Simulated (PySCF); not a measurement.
A side-by-side comparison of computed properties.

First species: C4H4ClFO3.
SMILES: `O=C1OC[C@@H](Cl)[C@@H](F)O1`

Second species: SnH2Me(NMe2), C3H11NSn.
Bonds: Sn1–C4, Sn1–N8, N8–C9, N8–C10. Hydrogens: H2, H3 on Sn1; H5, H6, H7 on C4; H11, H12, H13 on C9; H14, H15, H16 on C10.

Levels: wB97X-D/def2-SVPD for HOMO energy, LUMO energy, HOMO–LUMO gap and static isotropic polarisability; TDDFT wB97X-D/def2-SVPD for lowest singlet excitation. Geometries: PBE0-D3(BJ)/def2-SVP. All species are isolated and taken at one optimised geometry (atoms past krypton carry core potentials, spin–orbit coupling is left out); the electronic structure was computed with PySCF and density fitting.

| property | column X | column Y |
| --- | --- | --- |
| HOMO energy | -11.07 eV | -7.66 eV |
| LUMO energy | 1.32 eV | 1.76 eV |
| HOMO–LUMO gap | 12.39 eV | 9.42 eV |
| lowest singlet excitation | 6.92 eV | 5.22 eV |
| static isotropic polarisability | 69.5 au | 88.2 au |

Task: Which column belongs to which species?

Result: Column X is the first species and column Y the second. The first has 13 atoms and 78 electrons, the second 16 and 86.

Task: How does each property change from the first species to the second?

Result: HOMO energy +3.41 eV; LUMO energy +0.44 eV; HOMO–LUMO gap -2.97 eV; lowest singlet excitation -1.70 eV; static isotropic polarisability +18.7 au.

On the first: The polarisability is 10.30 Å³ as a volume (1 au = 0.148185 Å³), or 0.89 au for each of the 78 electrons. No computed singlet falls in the visible range (750 to 380 nm, 1.65 to 3.26 eV); S1 lies 3.66 eV above its blue end.

On the second: S1 lies 4.20 eV below the HOMO–LUMO gap; its leading configuration is HOMO→LUMO+1, weight 0.67. In wavenumbers S1 is 42100 cm⁻¹ (1 eV = 8065.54 cm⁻¹). Atoms past krypton carry effective core potentials; spin–orbit coupling is left out.

One conformer stands for the species.
